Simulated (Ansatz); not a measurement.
Reaction (formal hydrolysis of the Si–Se bond): `[SiH3][SeH]` + H₂O → silanol + H₂Se

Isolated molecules relaxed with PBE0-D4/def2-TZVP in Ansatz; ΔE leaves out vibrations. CCSD(T)/CBS adds triple-zeta CCSD(T) − MP2 to the extrapolated MP2 energy (def2 sets, frozen cores). This one scheme is used for every species. DFT in def2-TZVPP. For Se outer-core shells are correlated without core-valence functions, which leaves a few kJ/mol of doubt a bond. Scalar relativity is left out up to krypton.

```json
{"level": "revPBE-D4", "ΔE (kcal/mol)": "-3.2"}
{"level": "BLYP-D4", "ΔE (kcal/mol)": "-6.5"}
```

Problem. What does CCSD(T)/CBS give? (Estimate.)

Solution. The calculation gave: -5.0 kcal/mol. The listed levels differ from it by 1.8, -1.5 kcal/mol.

Largest T1 diagnostic among the species: 0.011.

The D4 term adds +1.0 kcal/mol with B3LYP and +0.5 kcal/mol with PBE0; it sums over pairs of atoms, weighted by their polarisabilities, and B3LYP, whose exchange is more repulsive, gets the larger term. In def2-TZVPP, CCSD(T) changes the Hartree–Fock value by +3.3 kcal/mol (the triples alone add +0.5 kcal/mol) and MP2 by +3.9 kcal/mol. At CCSD(T), def2-SVP lies −1.7 kcal/mol from the extrapolated value and def2-TZVPP −1.4 kcal/mol.

B3LYP here is the variant with VWN-RPA as its local correlation; programs differ in this.
